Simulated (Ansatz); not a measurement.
Total energies of C$_{2}$H$_{7}$GaO, SMILES `[CH3][Ga]([CH3])[OH]`.

```xyz
11

C     1.6663    0.3845   -0.8301
Ga   -0.0264   -0.3165   -0.1416
C    -1.3141    0.5274    1.0829
O    -0.4019   -1.9658   -0.7575
H     1.5023    1.3043   -1.3968
H     2.1416   -0.3491   -1.4818
H     2.3496    0.6248   -0.0121
H    -1.7437    1.4201    0.6209
H    -0.8165    0.8470    2.0018
H    -2.1292   -0.1478    1.3473
H    -1.2279   -2.3288   -0.4330
```

Charge 0, multiplicity 1. Correlated methods include outer-core shells of Ga, which these sets cover unevenly. Scalar relativity is left out up to krypton. The structure was optimised at the PBE0-D4/def2-TZVP level. It is one conformer, not always the lowest. Basis def2-TZVPP, the Gaussian-basis code of Ansatz.

RPA on PBE orbitals: Hartree–Fock energy of these orbitals -2077.96758 Eh, correlation -1.34058 Eh (frozen core).

```csv
functional,energy without D4 (Eh),D4 term (kJ/mol)
LDA (SPW92),-2076.26817,–
PBE,-2080.12106,-17.5
revPBE,-2080.42070,-51.4
BLYP,-2080.61784,-38.0
r2SCAN,-2080.51362,-4.4
B97M-V,-2080.21892,–
PBE0,-2080.17614,-14.9
r2SCANh,-2080.49512,-4.7
r2SCAN0,-2080.46887,-5.1
BHLYP,-2080.49401,-22.5
CAM-B3LYP,-2080.65919,-15.2
LC-ωPBE,-2080.27425,–
ωB97X-V,-2080.38590,–
ωB97M-V,-2080.43030,–
```

Q: Give the same for B3LYP, HSE06 (plane-wave form), B2PLYP, PBE-QIDH. (Estimate.)

A: The calculation gave: 
```json
{"functional": "B3LYP", "energy without D4 (Eh)": "-2080.67132", "D4 term (kJ/mol)": "-28.2"}
{"functional": "HSE06 (plane-wave form)", "energy without D4 (Eh)": "-2080.16688", "D4 term (kJ/mol)": "-13.9"}
{"functional": "B2PLYP", "energy without D4 (Eh)": "-2080.12132", "D4 term (kJ/mol)": "–"}
{"functional": "PBE-QIDH", "energy without D4 (Eh)": "-2079.82229", "D4 term (kJ/mol)": "–"}
```

B3LYP takes the VWN-RPA correlation (the form of Gaussian; ORCA's B3LYP/G). HSE06 is the plane-wave form, built on full-range PBE exchange. The double hybrids freeze the cores in their second-order part.

LC-ωPBE has ω = 0.4 bohr⁻¹.
